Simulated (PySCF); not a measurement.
Bonding in `N#C[C@]1(F)CC[SiH2]C[SiH2]1`

Compound: C5H10FNSi2.
Atom-mapped SMILES: `[N:1]#[C:2][C@:3]1([F:4])[CH2:5][CH2:6][SiH2:7][CH2:8][SiH2:9]1` (hydrogens: H10, H11 on C5; H12, H13 on C6; H14, H15 on Si7; H16, H17 on C8; H18, H19 on Si9)

Structure used (GFN2-xTB), in Å, numbered top down from 1:
```xyz
19
C5H10FNSi2 angstrom
N     -2.3730   -2.6806   -1.3905
C     -1.7371   -1.9668   -0.7609
C     -0.8930   -1.0628   -0.0279
F     -0.9003   -1.4381    1.3239
C     -1.4466    0.3607   -0.1518
C     -0.7301    1.3673    0.7491
Si     1.0930    1.6745    0.2982
C      1.9492   -0.0297    0.2835
Si     0.9266   -1.3058   -0.6668
H     -2.5104    0.3425    0.1117
H     -1.3694    0.6584   -1.2004
H     -0.8046    1.0184    1.7808
H     -1.2831    2.3069    0.7056
H      1.7094    2.5558    1.2951
H      1.1704    2.2772   -1.0396
H      2.9464    0.0412   -0.1439
H      2.0772   -0.3700    1.3109
H      0.8809   -1.0455   -2.1091
H      1.2847   -2.6944   -0.3754
```

Bond orders from the PBE0/pcSseg-1 density (PySCF). The structure is a single GFN2-xTB conformer in the gas phase; no vibrational or solvent corrections.

Q: Where do the orders between heavy atoms depart from those drawn in the SMILES?

A: The largest departure is 0.242, at Si9–C3 (drawn single, 0.758). Drawn single, order below 0.88: C3–F4 (0.810) and Si9–C3 (0.758).

Q: Give the Mayer order of every bond, beside its length.

A: 
| bond | drawn as | length (Å) | Mayer order |
| --- | --- | --- | --- |
| N1–C2 | triple | 1.145 | 3.030 |
| C2–C3 | single | 1.438 | 0.985 |
| C3–F4 | single | 1.403 | 0.810 |
| C3–C5 | single | 1.532 | 0.984 |
| C5–C6 | single | 1.529 | 1.044 |
| C6–Si7 | single | 1.903 | 0.907 |
| Si7–C8 | single | 1.907 | 0.903 |
| C8–Si9 | single | 1.891 | 0.932 |
| Si9–C3 | single | 1.944 | 0.758 |
| C5–H10 | single | 1.096 | 0.939 |
| C5–H11 | single | 1.093 | 0.930 |
| C6–H12 | single | 1.092 | 0.936 |
| C6–H13 | single | 1.091 | 0.947 |
| Si7–H14 | single | 1.466 | 0.959 |
| Si7–H15 | single | 1.469 | 0.958 |
| C8–H16 | single | 1.087 | 0.939 |
| C8–H17 | single | 1.090 | 0.925 |
| Si9–H18 | single | 1.466 | 0.950 |
| Si9–H19 | single | 1.463 | 0.956 |

By pair of heavy elements: C–C: lowest C3–C5 and C2–C3 (0.984, 1.532 Å), highest C5–C6 (1.044, 1.529 Å); in 1 of the 3 pairs the longer bond (by over 0.003 Å) has the higher order (by 0.02 or more). C–Si: lowest Si9–C3 (0.758, 1.944 Å), highest C8–Si9 (0.932, 1.891 Å). Bonds named together lie within 0.004.

Q: Sum the orders of all bonds at each heavy atom with more than one neighbour and set the sums beside the valence in the SMILES.

A: C2 4.015 (drawn 4), C3 3.537 (drawn 4), C5 3.897 (drawn 4), C6 3.834 (drawn 4), Si7 3.727 (drawn 4), C8 3.699 (drawn 4), Si9 3.596 (drawn 4). Orders between atoms that aren't bonded are not in these sums.

The Mayer order sums products of elements of PS (density times overlap matrix) between the two atoms' basis functions, so it depends on the basis set.
